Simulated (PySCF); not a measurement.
B(H)(Cl)(Me) (CH4BCl), SMILES CBCl.

Geometry: B3LYP-D3(BJ)/def2-TZVP.

These are PySCF with M06-2X/def2-TZVPD values and carry that method's errors.

Symmetry labels are those of the subgroup Cs that the program uses (full group Cs).

Computed valence orbital energies around the gap with their symmetry:
```tsv
orbital	symmetry	energy (eV)
HOMO−7	A'	-21.89
HOMO−6	A'	-15.47
HOMO−5	A'	-13.69
HOMO−4	A"	-13.02
HOMO−3	A'	-12.15
HOMO−2	A'	-11.55
HOMO−1	A"	-11.01
HOMO	A'	-9.78
LUMO	A"	-0.32
LUMO+1	A'	0.15
LUMO+2	A'	0.88
LUMO+3	A'	0.98
```
